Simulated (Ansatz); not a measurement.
Frontier orbitals of CH₄ClInSe, SMILES `C[Se][InH][Cl]`.

Total charge 0; spin multiplicity 1. Correlated methods include outer-core shells of In, Se, which these sets cover unevenly. Scalar relativity is left out up to krypton. In takes the def2 core potential. All single points use the PBE0-D4/def2-TZVP geometry. It is one conformer, not always the lowest. Basis def2-TZVPP, Ansatz.

| functional | HOMO (eV) | LUMO (eV) | gap (eV) |
| --- | --- | --- | --- |
| PBE | -5.91 | -2.27 | 3.64 |
| B97M-V | -6.22 | -2.28 | 3.94 |
| PBE0 | -6.99 | -1.60 | 5.39 |
| HSE06 (plane-wave form) | -6.59 | -1.96 | 4.63 |
| CAM-B3LYP | -8.24 | -0.80 | 7.44 |
| ωB97X-V | -9.23 | 0.14 | 9.37 |
| ωB97M-V | -9.10 | -0.09 | 9.01 |

From PBE to PBE0 the HOMO moves by −1.08 eV and the LUMO by +0.67 eV, and with ωB97M-V by −3.19 and +2.18 eV, so the gap grows from 3.64 to 9.01 eV with exact exchange.
